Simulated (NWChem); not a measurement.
System: C$_{5}$H$_{8}$; SMILES C1CC=C1C

```xyz
13

C      0.0040    -1.9726    -0.0081
C      0.0617    -0.4818    -0.0159
C      1.0343     0.4345    -0.1574
C      0.1069     1.6277    -0.0216
C     -1.0356     0.5637     0.1447
H      0.9966    -2.4130    -0.1532
H     -0.6551    -2.3494    -0.8024
H     -0.4007    -2.3501     0.9412
H      2.1082     0.3594    -0.3142
H      0.0123     2.2694    -0.9067
H      0.2693     2.2686     0.8543
H     -1.8000     0.5786    -0.6431
H     -1.5430     0.5779     1.1181
```
Atoms are numbered in this order, from 1.

Computed with NWChem. Pople sets run with spherical d functions. STO-3G and 3-21G are far too small for this property and stand as cheap habits. Coordinates come from a B3LYP/6-31G* (spherical d) optimisation. Field at 589 nm.

```csv
level,isotropic polarisability (bohr³),anisotropy (bohr³),relative time
B3LYP/STO-3G,27.7,16.1,1
B3LYP/6-31G*,51.7,23.5,4
B3LYP/def2-SVP,54.3,23.7,5
```

The last column is a rough cost ratio, cheapest run = 1.
